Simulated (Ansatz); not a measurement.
```xyz
2

Al    0.0000    0.0000   -0.6309
F     0.0000    0.0000    0.9114
```

Basis set: 6-31G* (spherical functions). Left uncorrelated: 6 orbitals. Charge 0, multiplicity 1.

Computed with Ansatz (development build ahead of 0.2.0); each method stands on the lowest determinant of its kind that the runs found. Restricted open shells among the atoms or ions are ROHF, correlated in semicanonical orbitals with singles.

Task: Give the atomization energy at this shape (free ground-state atoms in the same class of orbitals less the molecule, no zero-point energy) of singlet AlF by RHF-MP2, RHF.

Result:

| method | atomization energy |
| --- | --- |
| RHF-MP2 | 151.97 kcal/mol |
| RHF | 115.02 kcal/mol |

Caution: the shape is not the minimum.
